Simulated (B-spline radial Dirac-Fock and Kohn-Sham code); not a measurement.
# Elastic and transport cross sections of iridium for electrons

Method: relativistic (Dirac) partial waves in the static field of the Dirac-Fock atom with Furness-McCarthy exchange, without polarisation or absorption potentials. Computed with a radial B-spline solver. σ_tr1 and σ_tr2 weight the cross section with 1 − P₁ and 1 − P₂ of cos θ; "backward" is the share scattered beyond 90°.

| energy (eV) | σ (a₀²) | σ_tr1 (a₀²) | σ_tr2 (a₀²) | σ/σ_tr1 | backward (%) |
| --- | --- | --- | --- | --- | --- |
| 71500 | 0.932 | 0.00824 | 0.0179 | 113 | 0.15 |
| 71700 | 0.930 | 0.00820 | 0.0178 | 113 | 0.15 |
| 78100 | 0.883 | 0.00719 | 0.0158 | 123 | 0.13 |
| 80900 | 0.864 | 0.00681 | 0.0150 | 127 | 0.13 |
| 100000 | 0.762 | 0.00492 | 0.0110 | 155 | 0.095 |
| 118000 | 0.692 | 0.00381 | 0.00869 | 182 | 0.077 |
| 127000 | 0.664 | 0.00340 | 0.00781 | 195 | 0.069 |
| 144000 | 0.619 | 0.00281 | 0.00651 | 220 | 0.059 |
| 157000 | ? | ? | ? | ? | ? |
| 200000 | 0.521 | 0.00170 | 0.00404 | 306 | 0.037 |
| 300000 | 0.433 | 0.000923 | 0.00225 | 469 | 0.021 |

Task: Fill in the row for 157 keV.

Result: σ = 0.590 a₀², σ_tr1 = 0.00246 a₀², σ_tr2 = 0.00574 a₀², σ/σ_tr1 = 240, backward 0.052 %. The ratio σ/σ_tr1 is roughly the number of elastic collisions that randomise the direction.
